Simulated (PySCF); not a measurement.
# Two-dimensional NMR puzzle

Compound of formula C$_{6}$H$_{11}$N$_{3}$O. Correlations simulated from computed shifts and the bond graph:

HSQC (one-bond C–H):
```csv
δH,δC
7.20,124.2
4.55,57.4
4.06,57.7
1.52,25.0
```

COSY cross peaks (H two or three bonds apart, from the bond graph; peaks can be absent where the dihedral angle is near 90°):
```csv
δH,δH
4.55,1.52
```

HMBC (two and three bonds, from the bond graph):
```csv
δH,δC
7.20,167.3
4.55,25.0
4.06,167.3
1.52,"57.4, 25.0"
```

Carbons without hydrogens: δ 167.3.

PySCF 2.14.0 with density-fitted response routines calculation with GIAO PBE0/pcSseg-1 shieldings and geometry: GFN2-xTB; one conformer, rapidly exchanging positions averaged, non-relativistic, no solvent.

Chemical shifts δ = σref − σ; 1H (31.72 ppm), 13C (186.93 ppm) vs TMS, all at this level.

Exchangeable hydrogens are left out of these lists.

Assemble the structure.

Answers

SMILES COc1cnn(C(C)C)n1.

Structure with atom numbers: `[CH3:1][O:2][c:3]1[cH:4][n:5][n:6]([CH:7]([CH3:8])[CH3:9])[n:10]1`. Hydrogens are named by the atom that carries them.

- δC 167.3 is C3, an aromatic carbon bearing oxygen.
- δC 124.2 is C4, an aromatic CH next to a ring nitrogen (δH 7.20).
- δC 57.7 is C1, a methyl carbon bonded to O (δH 4.06).
- δC 57.4 is C7, an sp3 CH bonded to N (δH 4.55).
- δC 25.0 is C8/C9, a methyl carbon (δH 1.52).
- HMBC from δH 7.20 reaches the proton-free carbon C3.
- HMBC from δH 4.06 reaches the proton-free carbon C3.
- COSY links 4.55–1.52.

The shifts were computed for this structure.

Shifts are as computed. Against solution values, carbons near 30 ppm lie about +3 ppm off and those near 130 ppm about +5 ppm. Of 1211 compounds with measured shifts, 218 miss one by over three times the rms of a fit or turn the order of signals round; such compounds aren't used in these exercises.
